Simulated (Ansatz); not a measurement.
`[F][Ge]([Cl])([Cl])[I]` + H–F → `[F][Ge]([F])([Cl])[Cl]` + HI at 700 K and 1 bar (ligand exchange at a Ge–I bond).

Program: Ansatz. Geometries: PBE0-D4/def2-TZVP. ΔE: electronic, gas phase. CCSD(T)/CBS is the MP2 limit (def2-TZVPP, def2-QZVPP) plus CCSD(T) − MP2 in def2-TZVPP, frozen cores. This one scheme is used for every species. Elements past krypton have def2 core potentials. For Ge, I outer-core shells are correlated without core-valence functions, which leaves a few kJ/mol of doubt a bond. Scalar relativity is left out up to krypton.

```json
{"species": "`[F][Ge]([Cl])([Cl])[I]`", "CCSD(T)/CBS energy (Eh)": "-3393.06114", "H − E (kJ/mol)": "77.9", "S (J/(mol·K))": "465.1"}
{"species": "H–F", "CCSD(T)/CBS energy (Eh)": "-100.39570", "H − E (kJ/mol)": "45.2", "S (J/(mol·K))": "198.5"}
{"species": "`[F][Ge]([F])([Cl])[Cl]`", "CCSD(T)/CBS energy (Eh)": "-3195.41116", "H − E (kJ/mol)": "79.2", "S (J/(mol·K))": "424.2"}
{"species": "HI", "CCSD(T)/CBS energy (Eh)": "-298.03592", "H − E (kJ/mol)": "34.6", "S (J/(mol·K))": "231.7"}
```

H − E and S are ideal-gas, rigid-rotor, harmonic terms from PBE0-D4/def2-TZVP. 1 Eh = 2625.50 kJ/mol, R = 8.31446 J/(mol·K).

Question: By hand: ΔE, ΔH, ΔS and ΔG.

Answer: ΔE = (-3195.41116) + (-298.03592) − (-3393.06114) − (-100.39570) = 0.00976 Eh = 25.6 kJ/mol. Δ(H − E) = 79.2 + 34.6 − 77.9 − 45.2 = -9.3, so ΔH = 16.3 kJ/mol. ΔS = 424.2 + 231.7 − 465.1 − 198.5 = -7.7 J/(mol·K). ΔG = 16.3 − 700 × (-7.7)/1000 = 21.7 kJ/mol.

Question: By hand: the equilibrium constant, and the temperature at which ΔG would vanish if ΔH and ΔS stayed fixed.

Answer: log₁₀ K = −ΔG/(RT ln 10) = -1.6. ΔH and −TΔS have one sign here, so there is no such temperature.

The number of gas molecules stays the same, so ΔS is small and ΔH decides. A doubt of 5 kJ/mol in ΔE shifts log₁₀ K by 0.4 here. These are equilibria of isolated gas molecules and say nothing of rates. Largest T1 diagnostic: 0.011 (customary marks: 0.02 for closed shells, 0.045 for open ones).
